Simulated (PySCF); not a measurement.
C2H7ClSi2.

```xyz
12

C     -3.3792     0.6531     0.5713
C     -2.5265     0.0228    -0.2532
Si    -0.8864    -0.7006     0.2976
Si     0.8799     0.6176    -0.5151
Cl     2.6839    -0.2709     0.0580
H     -4.3195     1.0873     0.2135
H     -3.1776     0.7598     1.6431
H     -2.7932    -0.0463    -1.3168
H     -0.7025    -2.0845    -0.2236
H     -0.8196    -0.7166     1.7856
H      0.8663     0.7175    -1.9998
H      0.8445     1.9940     0.0480
```

Geometry: TPSSh-D3(BJ)/def2-SVP. One conformer was computed; it need not be the lowest.

Computed with PBE/pcSseg-1 (PySCF). Non-relativistic, no solvent.

Computed absolute GIAO shielding of each atom: isotropic value and principal components (ppm):
```json
[
 {"atom": "C1", "σ(iso)": "33.8", "σ11": "-87.9", "σ22": "37.4", "σ33": "151.8", "span": "239.7"},
 {"atom": "C2", "σ(iso)": "45.4", "σ11": "-66.4", "σ22": "32.5", "σ33": "170.1", "span": "236.4"},
 {"atom": "Si3", "σ(iso)": "400.6", "σ11": "358.7", "σ22": "388.0", "σ33": "455.0", "span": "96.3"},
 {"atom": "Si4", "σ(iso)": "354.8", "σ11": "295.4", "σ22": "330.5", "σ33": "438.5", "span": "143.1"},
 {"atom": "Cl5", "σ(iso)": "1024.6", "σ11": "970.6", "σ22": "1038.9", "σ33": "1064.3", "span": "93.7"},
 {"atom": "H6", "σ(iso)": "24.9", "σ11": "21.6", "σ22": "24.4", "σ33": "28.6", "span": "7.0"},
 {"atom": "H7", "σ(iso)": "24.9", "σ11": "21.0", "σ22": "24.6", "σ33": "29.0", "span": "8.0"},
 {"atom": "H8", "σ(iso)": "25.1", "σ11": "23.1", "σ22": "24.5", "σ33": "27.6", "span": "4.5"},
 {"atom": "H9", "σ(iso)": "26.8", "σ11": "23.8", "σ22": "25.7", "σ33": "30.9", "span": "7.0"},
 {"atom": "H10", "σ(iso)": "27.0", "σ11": "24.1", "σ22": "26.2", "σ33": "30.7", "span": "6.6"},
 {"atom": "H11", "σ(iso)": "25.9", "σ11": "21.9", "σ22": "24.9", "σ33": "30.8", "span": "8.8"},
 {"atom": "H12", "σ(iso)": "26.0", "σ11": "22.2", "σ22": "25.1", "σ33": "30.6", "span": "8.4"}
]
```
